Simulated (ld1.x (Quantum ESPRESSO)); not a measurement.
**Configuration tests for germanium (Ge) (ultrasoft)**

```
Element                 : germanium
Generator               : ld1.x (Quantum ESPRESSO) 7.5
Type                    : ultrasoft
Functional              : PBE
Relativity              : scalar-relativistic
Frozen core             : [Ar] 3d10
Valence charge          : 4
Reference configuration : 4s1.75 4p2.25
Partial waves           : 4s (bound): rcut 1.55, rcutus 1.65 bohr; 4s channel at 2.95 Ry: rcut 1.55, rcutus 1.65 bohr; 4p (bound): rcut 1.85, rcutus 2.45 bohr; 4p channel at 3.75 Ry: rcut 1.85, rcutus 2.45 bohr; 4d channel at 0.2 Ry: rcut 2.15, rcutus 2.30 bohr
Local potential         : all-electron potential smoothed inside 2.15 bohr (lloc = -1)
Core correction         : none
Augmentation charge     : PSQ, radius 1.30 bohr
```

Energies are relative to the spin-unpolarised reference configuration 4s1.75 4p2.25; without spin polarisation the order of configurations can differ from experiment.

| valence configuration | charge | ΔE all-electron (eV) | error AE − PS (meV) |
| --- | --- | --- | --- |
| 4s2 4p2 | 0 | -1.968 | +1.9 |
| 4s1 4p2 | +1 | 14.193 | +3.4 |
| 4s2 4p1.5 | +0.5 | 0.834 | +6.2 |
| 4s1 4p3 | 0 | 6.005 | +9.2 |
| 4s1 4p0 | +3 | 55.706 | +40 |

Q: What are ΔE and the potential's error for 4s2 4p0?

A: ΔE = 20.915 eV all-electron; the error (AE − PS) is -1.7 meV.

Q: What are ΔE and the potential's error for 4s2 4p1?

A: ΔE = 5.476 eV all-electron; the error (AE − PS) is +4.2 meV.

Levels in the configuration 4s2 4p1.5:

| level | all-electron (eV) | pseudo (eV) |
| --- | --- | --- |
| 4s | -15.599 | -15.611 |
| 4p | -7.384 | -7.383 |
